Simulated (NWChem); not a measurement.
System: HfHSOF; SMILES [OH][Hf]([F])=[S]

```xyz
5

Hf     0.0008    -0.1956    -0.1789
S      0.1016     1.9973     0.1996
F      1.5472    -1.0990     0.5138
O     -1.6471    -0.9150     0.5080
H     -2.4322    -0.6627     1.0004
```
Atoms are numbered in this order, from 1.

All runs: NWChem. The geometry was optimised at PBE0/def2-SVP. def2 effective core potentials on Hf; no spin-orbit coupling. B3LYP is NWChem's, with the RPA form of VWN correlation. Ions are spin-unrestricted doublets at the neutral geometry; other ion states weren't tried.

```csv
level,"vertical ionisation energy, ΔSCF (eV)",−ε(HOMO) (eV),ΔSCF minus −ε(HOMO) (eV)
B3LYP/def2-SVP,8.98,6.52,2.46
PBE/def2-SVP,8.95,5.65,3.30
PBE0/def2-SVP,8.99,6.80,2.19
r2SCAN/def2-SVP,9.00,5.90,3.10
BHandHLYP/def2-SVP,[?],[?],[?]
```

Question: What belongs in the gaps?

Answer: 
- BHandHLYP/def2-SVP, vertical ionisation energy, ΔSCF (eV): 8.82
- BHandHLYP/def2-SVP, −ε(HOMO) (eV): 7.73
- BHandHLYP/def2-SVP, ΔSCF minus −ε(HOMO) (eV): 1.09
